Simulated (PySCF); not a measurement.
# Polarisability and C₆ of Pt (platinum, neutral)

[Xe] 4f14 5d9 6s1, high-spin 3D determinant. All numbers are calculated (PySCF 2.14, the spin-free X2C one-electron Hamiltonian (Gaussian nucleus), in ANO-RCC-VTZP (8s7p5d3f1g, 84 functions)). Coupled (time-dependent) response in atomic units; α is the mean over directions. The basis has no added diffuse functions, which lowers α and C₆.

| method | mean α (bohr³) | α xx, yy, zz | C₆ (like pair) | S(−4) |
| --- | --- | --- | --- | --- |
| PBE0 | 34.53 | 34.21, 34.21, 35.18 | 310.2 | 512.7 |

S(−4) is the Cauchy moment in α(ω) = α(0) + S(−4) ω² + …

Reference α: 48 ± 4 bohr³ (recommended; Schwerdtfeger and Nagle, table of static dipole polarizabilities (2023 update)). Published C₆: 470.0 (Gould and Bucko (2016)).

Spin-orbit coupling is absent.

α(iu) at PBE0:

| u (hartree) | α(iu) (bohr³) |
| --- | --- |
| 0 | 34.53 |
| 0.0500 | 33.31 |
| 0.100 | 30.26 |
| 0.200 | 23.00 |
| 0.300 | 17.46 |
| 0.500 | 11.47 |
| 0.750 | 8.130 |
| 1.00 | 6.296 |
| 1.50 | 4.162 |
| 2.00 | 2.932 |
| 3.00 | 1.652 |
| 5.00 | 0.7261 |

A single London oscillator, α(iu) = α/(1 + u²/ω²), gives C₆ = (3/4) ω α². Matching the computed C₆ needs ω = 4 × 310.2 / (3 × 34.53²) = 0.347 hartree.

The components differ because the open shell of this determinant is not spherical; for a pure term their mean is the scalar polarisability.

Spin-orbit coupling, absent here, splits the open shell strongly.
